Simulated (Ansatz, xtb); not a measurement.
Molecule: C4H5S (charge -1, singlet). It need not be the lowest isomer of its formula. Whether it binds its extra electron was not tested at this geometry. 
Structure (B3LYP-D3(BJ)/def2-TZVP (Ansatz, a program for electronic structure) minimum search):
```xyz
10

C     -1.4020    -0.0637    -0.0788
C     -0.8343    -1.4091    -0.0553
C      0.4952    -1.4255     0.0190
C      1.2992    -0.1127     0.0720
S      0.1026     1.2581     0.0134
H     -1.9418     0.1794    -0.9973
H     -2.0411     0.1685     0.7765
H      1.0988    -2.3359     0.0472
H      1.8979    -0.0427     0.9891
H      1.9965    -0.0319    -0.7717
```
Charge -1, spin multiplicity 1.

Harmonic wavenumbers from GFN2-xTB (xtb, at its own minimum), cm⁻¹: 170, 186, 358, 461, 667, 668, 771, 811, 885, 891, 1012, 1015, 1091, 1119, 1167, 1279, 1459, 1471, 1742, 2814, 2863, 2942, 2953, 2964.

Q: Give the harmonic wavenumbers at B3LYP-D3(BJ)/def2-TZVP (Ansatz, finite differences of forces, unscaled).

A: 153, 298, 383, 532, 683, 712, 781, 870, 877, 944, 984, 1083, 1101, 1144, 1180, 1282, 1452, 1476, 1605, 2957, 2968, 3017, 3040, 3049 cm⁻¹. Zero-point energy 46.6 kcal/mol.

Q: From these and the geometry, give the ideal-gas thermochemistry at 298.15 K and 1 atm (rigid rotor, harmonic oscillator).

A: Point group Cs, rotational symmetry number 1. Rotational constants 6.759, 4.642, 2.85 GHz. S(trans) 39.24, S(rot) 25.69, S(vib) 7.33, S(elec, spin only) 0.00, S 72.3 cal/(mol K). H(298) - H(0) 3.76 kcal/mol; G - E(el) 28.8 kcal/mol.
